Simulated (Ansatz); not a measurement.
Stretching the Si1–S2 bond in SiS (multiplicity 1 held). Energies count from the point at 1.938 Å.


Restricted levels (R-, RO-) in cc, def2 and unpolarised 6-31G sets keep to the state of the molecule at rest. Unrestricted levels (U-) break spin symmetry where that is lower. Full CI gives the lowest state of the spin. Left out are points that failed, MP2 points in a non-variational dive below the minimum, coupled-cluster points behind a sign of a changed root (a jump of the amplitudes, or a one-step jump against full CI or MRCI), small-basis points behind a change of solution, and semi-empirical points at long bonds. Levels need not reach the same state.

Cores are frozen in the correlated methods.

Codes used: Ansatz (a program for electronic structure). Values without a source in brackets are computed.

Energies in kcal/mol.

```json
[
 {"R (Å)": "1.550", "R-MP2/6-31G": "145.9", "U-SCS-MP2/6-31G": "145.3", "R-CCSDT(Q)/6-31G": "146.4", "FCI/6-31G": "146.4"},
 {"R (Å)": "1.744", "R-MP2/6-31G": "37.1", "U-SCS-MP2/6-31G": "36.8", "R-CCSDT(Q)/6-31G": "37.5", "FCI/6-31G": "37.5"},
 {"R (Å)": "1.938", "R-MP2/6-31G": "0.0", "U-SCS-MP2/6-31G": "0.0", "R-CCSDT(Q)/6-31G": "0.0", "FCI/6-31G": "0.0"},
 {"R (Å)": "2.132", "R-MP2/6-31G": "-3.6", "U-SCS-MP2/6-31G": "-3.2", "R-CCSDT(Q)/6-31G": "-4.3", "FCI/6-31G": "-4.2"},
 {"R (Å)": "2.326", "R-MP2/6-31G": "8.0", "U-SCS-MP2/6-31G": "30.7", "R-CCSDT(Q)/6-31G": "5.5", "FCI/6-31G": "5.7"},
 {"R (Å)": "2.616", "R-MP2/6-31G": "40.2", "U-SCS-MP2/6-31G": "53.2", "R-CCSDT(Q)/6-31G": "25.0", "FCI/6-31G": "28.4"},
 {"R (Å)": "2.907", "R-MP2/6-31G": "89.0", "U-SCS-MP2/6-31G": "73.4", "R-CCSDT(Q)/6-31G": "-1.9", "FCI/6-31G": "50.2"},
 {"R (Å)": "3.392", "R-MP2/6-31G": "135.2", "U-SCS-MP2/6-31G": "89.0", "R-CCSDT(Q)/6-31G": "129.1", "FCI/6-31G": "75.9"},
 {"R (Å)": "3.876", "R-MP2/6-31G": "153.9", "U-SCS-MP2/6-31G": "91.6", "R-CCSDT(Q)/6-31G": "141.2", "FCI/6-31G": "88.8"},
 {"R (Å)": "4.457", "R-MP2/6-31G": "164.6", "U-SCS-MP2/6-31G": "92.9", "R-CCSDT(Q)/6-31G": "150.0", "FCI/6-31G": "94.4"},
 {"R (Å)": "5.233", "R-MP2/6-31G": "169.7", "U-SCS-MP2/6-31G": "93.6", "R-CCSDT(Q)/6-31G": "left out", "FCI/6-31G": "96.2"},
 {"R (Å)": "6.202", "R-MP2/6-31G": "171.1", "U-SCS-MP2/6-31G": "93.8", "R-CCSDT(Q)/6-31G": "154.2", "FCI/6-31G": "96.7"},
 {"R (Å)": "7.752", "R-MP2/6-31G": "171.5", "U-SCS-MP2/6-31G": "94.0", "R-CCSDT(Q)/6-31G": "left out", "FCI/6-31G": "96.9"}
]
```

Doubts at one or more of the structures used: a restricted determinant that unrestricted orbitals would lower (R-MP2/6-31G, R-CCSDT(Q)/6-31G); a spin-contaminated determinant (U-SCS-MP2/6-31G); T1 above 0.05 (R-CCSDT(Q)/6-31G).
